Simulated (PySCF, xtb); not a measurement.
HO2Si, SMILES O=[Si]=[OH+], charge +1.

GFN2-xTB (xtb) at its own geometry gives an orbital gap of 6.63 eV.

Geometry: B3LYP-D3(BJ)/def2-TZVP. The isomer is the one that the SMILES or the coordinates give; other isomers of the formula were not compared.

What does r2SCAN/def2-TZVPD (PySCF) give? (An estimate is asked for; the answer gives what the named calculation found.)

gap 4.27 eV (levels -15.50 and -11.23 eV).
